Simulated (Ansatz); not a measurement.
All values below come from Ansatz (a quantum-chemistry and plane-wave program) with frozen-core CCSD(T)/def2-TZVPP // TPSS-D3(BJ)/def2-SVP.

Ansatz 0.2 input:
```yaml
crystal:
  periodic: [false, false, false]
  atoms:
    - { symbol: Zn, position_ang: [-0.026701, 0.199554, -0.1074] }
    - { symbol: N, position_ang: [-0.134204, 0.908756, 1.575332] }
    - { symbol: H, position_ang: [-0.541132, 1.850051, 1.625032] }
    - { symbol: H, position_ang: [0.761842, 0.964074, 2.074632] }
    - { symbol: N, position_ang: [0.114204, -0.752828, -1.662744] }
    - { symbol: H, position_ang: [0.327898, -0.193453, -2.496732] }
    - { symbol: H, position_ang: [-0.716366, -1.307673, -1.902503] }
basis:
  gaussian: { orbitals: def2-TZVPP }
correlation:
  method: ccsd_t
```

Output:

```
Functional definition: HF
1151 factors; integrals over basis functions are off by at most 7.9e-4 eV
mean field evaluation 1: about -51399.6833 eV, gradient 4.9e1 eV
mean field evaluation 2: about -51399.9221 eV, gradient 4.9e1 eV
mean field evaluation 4: about -51404.5080 eV, gradient 5.6e0 eV
mean field evaluation 8: about -51404.5603 eV, gradient 4.7e-1 eV
mean field evaluation 16: about -51399.6835 eV, gradient 4.9e1 eV
mean field -51404.56119511 eV, -1889.0827806573 hartree, gradient 1.5e-6 eV, S^2 0.000000; 0 other end points of the search recorded, 0 dependent functions left out
7 core orbitals not correlated
reference -51404.56119511 eV, -1889.0827806573 hartree; 17, 17 occupied and 158, 158 virtual orbitals, 1151 factors
second order -35.08151702 eV of doubles, -0.00000000 eV of singles
cycle   1  -31.65571068 eV  change     3.4e0 eV  update   1.6e-1
cycle   2  -32.90114776 eV  change    -1.2e0 eV  update   7.8e-2
cycle   3  -33.15881731 eV  change   -2.6e-1 eV  update   2.5e-2
cycle   4  -33.12222880 eV  change    3.7e-2 eV  update   1.1e-2
cycle   5  -33.09934006 eV  change    2.3e-2 eV  update   4.0e-3
cycle   6  -33.10206926 eV  change   -2.7e-3 eV  update   1.6e-3
cycle   7  -33.10230198 eV  change   -2.3e-4 eV  update   6.6e-4
cycle   8  -33.10098019 eV  change    1.3e-3 eV  update   2.3e-4
cycle   9  -33.10122408 eV  change   -2.4e-4 eV  update   9.4e-5
cycle  10  -33.10135692 eV  change   -1.3e-4 eV  update   3.9e-5
cycle  11  -33.10124495 eV  change    1.1e-4 eV  update   2.1e-5
cycle  12  -33.10123986 eV  change    5.1e-6 eV  update   1.0e-5
perturbative correction -0.98228445 eV, -0.0360982877 hartree
Total energy: -51438.64471942 eV, -1890.3353270729 hartree
```

Cost: very roughly 90 core-seconds.
